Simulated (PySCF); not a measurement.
## Property card for `O[C@]12C=C[C@H]1C=C2`

Species: C6H6O.
Numbering: `[OH:1][C@:2]12[CH:3]=[CH:4][C@H:5]1[CH:6]=[CH:7]2` (hydrogens: H8 on O1; H9 on C3; H10 on C4; H11 on C5; H12 on C6; H13 on C7)

Structural features include: C=C double bond, alcohol and cyclobutene ring.

GFN2-xTB geometry:

```
Point group of the GFN2-xTB geometry                  : Cs
Rotational constants A, B, C of the GFN2-xTB geometry : 4.122, 3.632, 2.532 GHz
```

**CAM-B3LYP/def2-SVPD ground state and vertical TDDFT (core frozen in the response) (PySCF)**

```
Dipole moment                                                     : 1.62 D
HOMO energy                                                       : -8.33 eV
LUMO energy                                                       : 0.41 eV
HOMO–LUMO gap                                                     : 8.74 eV
Lowest singlet excitation                                         : 5.38 eV (230 nm, f = 0.000)
Strongest line among the 8 lowest singlet transitions             : S2 at 5.72 eV (217 nm, f = 0.024)
Lowest triplet excitation (Tamm–Dancoff)                          : 3.70 eV
Static isotropic polarisability                                   : 64.9 au
Electronic spatial extent ⟨r²⟩ about the centre of nuclear charge : 567 bohr²
```

Monoisotopic mass (most abundant isotopes): 94.0419 u.

The polarisability is 9.62 Å³ as a volume (1 au = 0.148185 Å³), or 1.30 au for each of the 50 electrons. No computed singlet falls in the visible range (750 to 380 nm, 1.65 to 3.26 eV); S1 lies 2.12 eV above its blue end. S1 lies 3.36 eV below the HOMO–LUMO gap; its leading configuration is HOMO→LUMO, weight 0.97. The dipole matches unit charges of opposite sign 0.34 Å apart (1 e·Å = 4.8032 D). The largest Löwdin shares of the HOMO are 0.22 on C6, 0.22 on C4, 0.21 on C7 and 0.21 on C3. With B = h/(8π²I), that is 505.379 GHz u Å² over I, the principal moments of inertia are 122.6, 139.2 and 199.6 u Å² (most abundant isotopes). The vertical singlet–triplet gap S1 − T1 is 1.68 eV (TDDFT singlet less Tamm–Dancoff triplet; S1: HOMO→LUMO, weight 0.97; T1: HOMO→LUMO, weight 0.82).

Isolated species at its GFN2-xTB geometry (one conformer only).

For the TDDFT job (CAM-B3LYP/def2-SVPD), time: 29 s. Hardware: an Arm Neoverse V1 with one thread, on a shared host.

Shape of the structure used: `[OH:1][C@:2]12[CH:3]=[CH:4][C@H:5]1[CH:6]=[CH:7]2`: H–O1–C2–C3 -74°.
